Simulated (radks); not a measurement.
Results of a calculation; reference values are marked as such.
Charge is removed step by step from the 5s down level of the europium ion Eu2+, starting from [Kr] 4d10 4f7 5s(up 1, down 1) 5p6. Code: a radial shooting solver on a logarithmic mesh with Libxc functionals. Model: scalar-relativistic Kohn-Sham, r2SCAN, spin-polarised, spherical densities, finite nucleus; open shells are filled with parallel spins first (spin-orbit coupling, left out, can overturn this in heavy ions); meta-GGA in the generalised Kohn-Sham scheme; Fermi nuclear charge, rms radius 5.1115 fm.

| removed (e) | E - E(0) (eV) | eigenvalue (eV) | E minus straight line (eV) |
|---|---|---|---|
| 0 | 0.000 | -56.898 | 0.000 |
| 0.25 | 14.609 | -60.059 | -1.200 |
| 0.5 | 30.013 | -63.257 | -1.605 |
| 0.75 | 46.220 | -66.484 | -1.207 |
| 1 | 63.237 | -69.732 | 0.000 |

Removing the whole electron costs 63.237 eV by Delta-SCF, against 56.898 eV from minus the eigenvalue at the starting occupation. Slater's transition state (half an electron removed) gives 63.257 eV. Integrating minus the eigenvalue over the occupation (Janak's theorem) gives 63.276 eV. In this scalar-relativistic scheme the density is built from large components alone, so the theorem holds only approximately. The mean slope of the eigenvalue, de/dn, is 12.8 eV per electron.
